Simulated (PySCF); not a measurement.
C6H6O, SMILES C([C@@H]1COC=C1)#C. Coordinates come from a PBE0-D3(BJ)/def2-SVP optimisation. The structure was generated by enumeration; whether it is a known compound was not checked. The values are those of a single conformer.

Question: Give the equilibrium geometry at PBE0-D3(BJ)/def2-SVP (PySCF confirms it by a frequency run) as a Z-matrix. (Estimate from the structure and the level; the computed values follow.)

Answer: Several could match; the one computed here: 
```
C
H 1 1.1079
C 1 1.4582 2 107.58
C 3 1.2109 2 149.47 1 -179.12
H 4 1.0741 2 160.69 1 179.83
C 1 1.5164 2 109.55 3 -126.47
C 6 1.3349 1 107.71 2 -103.95
O 7 1.3518 6 115.32 1 -2.67
H 6 1.0875 7 127.09 8 -178.42
H 7 1.0909 6 129.60 9 0.36
C 8 1.4257 7 106.88 10 171.43
H 11 1.0980 8 108.81 7 140.04
H 11 1.1031 12 109.07 8 -118.38
```
Charge 0, spin multiplicity 1.
